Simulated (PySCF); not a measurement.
**What settings do to a single point of Er(OH)3**

The sound run of Er(OH)3 (singlet in the valence; each metal's 4f electrons, 11 of them, lie in its core potential, out of spins and levels) uses PySCF 2.14.0, RKS PBE, Er lcecp-1-SVP with ECP57, O def2-SVP, H def2-SVP; non-relativistic Hamiltonian with scalar-relativistic core potentials where named; density fitting; no spin-orbit coupling, grid (50, 194), threshold 1e-8 Eh and 55 cycles, at the relaxed geometry:

```xyz
7

Er    0.0000    0.0000    0.1171
O     2.0315    0.0000    0.1399
H     2.9968    0.0000    0.1597
O    -1.0157    1.7593    0.1399
H    -1.4984    2.5953    0.1597
O    -1.0157   -1.7593    0.1399
H    -1.4984   -2.5953    0.1597
```

There Er1 has a Mulliken charge of 0.84 e and the dipole about the centre of mass is 0.07 D. Each run below changes one thing and starts from free metal ions and neutral atoms unless it says otherwise; with 55 cycles, smearing, a level shift and second-order steps follow where DIIS fails, and their cycles count. Energy shifts count from the sound run. On f atoms grids over 110 angular points are at least (60, 302).

```tsv
change	outcome	cycles	energy shift (eV)	largest force component (eV/Å)	charge on Er1 (e)	dipole about the centre of mass (D)
charge changed by +4, spin kept, limit 71 cycles	not converged	71	–	–	–	–
cycle limit 3	not converged	3	–	–	–	–
```

(1) One further run converged with energy shift (eV) 0.49, largest force component (eV/Å) 2.17, charge on Er1 (e) 0.91, dipole about the centre of mass (D) 0.08. Which change was it?
A. all coordinates × 1.05
B. threshold 1e-06
C. start from a density of up to 30 smeared cycles (not counted)

(2) And the other changes listed?

Forces carry noise of the integration grid, about 0.01 to 0.03 eV/Å.

An lcecp potential fixes the number of 4f electrons, so in runs with it no electron can move into or out of that shell.

Results:

(1) A.

(2) 
```csv
change,outcome,cycles,energy shift (eV),largest force component (eV/Å),charge on Er1 (e),dipole about the centre of mass (D)
start from a density of up to 30 smeared cycles (not counted),converged,8,0.0000,0.00,0.84,0.07
threshold 1e-06,converged,7,0.0000,0.00,0.84,0.07
```
